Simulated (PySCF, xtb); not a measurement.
Ga(OMe)(PH2)2 (CH₇GaOP₂), SMILES C[O][Ga]([PH2])[PH2].

GFN2-xTB in xtb at its own geometry gives an orbital gap of 2.65 eV and a dipole moment of 2.34 D.

Geometry optimised at B3LYP-D3(BJ)/def2-SVP. The values are those of a single conformer.

Problem. What does HF/def2-TZVP run with PySCF give? (The exact figures need the calculation; the answer reports its results.)

Solution. gap 10.99 eV (levels -9.31 and 1.68 eV), dipole 1.57 D.
